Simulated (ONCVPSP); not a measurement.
**Reading a pseudo-wave (manganese (Mn))**

Columns: radius, all-electron u(r) and pseudo u(r) of the 3p shell (level -54.91 eV) of manganese in the configuration [Ne] 3s2 3p6 3d5 4s1.75 4p0.25; LDA (Perdew-Zunger), scalar-relativistic, ONCV scheme, ONCVPSP 4.0.1.

| r (bohr) | all-electron | pseudo |
| --- | --- | --- |
| 0.080 | -0.4184 | 0.0364 |
| 0.160 | -0.5863 | 0.1398 |
| 0.240 | -0.3563 | 0.2946 |
| 0.320 | 0.0373 | 0.4788 |
| 0.400 | 0.4278 | 0.6674 |
| 0.480 | 0.7402 | 0.8380 |
| 0.560 | 0.9545 | 0.9732 |
| 0.640 | 1.0776 | 1.0634 |
| 0.720 | 1.1274 | 1.1066 |
| 0.800 | 1.1231 | 1.1070 |
| 0.880 | 1.0819 | 1.0726 |
| 0.960 | 1.0175 | 1.0133 |
| 1.040 | 0.9401 | 0.9386 |
| 1.120 | 0.8569 | 0.8565 |
| 1.200 | 0.7730 | 0.7728 |
| 1.280 | 0.6915 | 0.6914 |
| 1.360 | 0.6145 | 0.6144 |
| 1.440 | 0.5432 | 0.5431 |
| 1.520 | 0.4780 | 0.4780 |
| 1.600 | 0.4191 | 0.4191 |
| 1.680 | 0.3663 | 0.3663 |
| 1.760 | 0.3194 | 0.3193 |
| 1.840 | 0.2778 | 0.2778 |
| 1.920 | 0.2412 | 0.2412 |
| 2.000 | 0.2091 | 0.2090 |
| 2.080 | 0.1809 | 0.1809 |

How many radial nodes do the two functions have?

The all-electron 3p function has n − l − 1 = 1; the pseudo-wave has 0, since the states of the same l below it are removed with the core.

At about which radius was the pseudo-wave matched?

1.25 bohr. The columns agree to 0.0005 from 1.12 bohr on; several derivatives are matched, so the curves merge somewhat inside the radius.

Is the pseudo-wave norm-conserving?

Yes: the ONCV scheme keeps the norm inside the radius equal to the all-electron one, which fixes the energy derivative of the logarithmic derivative at the level.
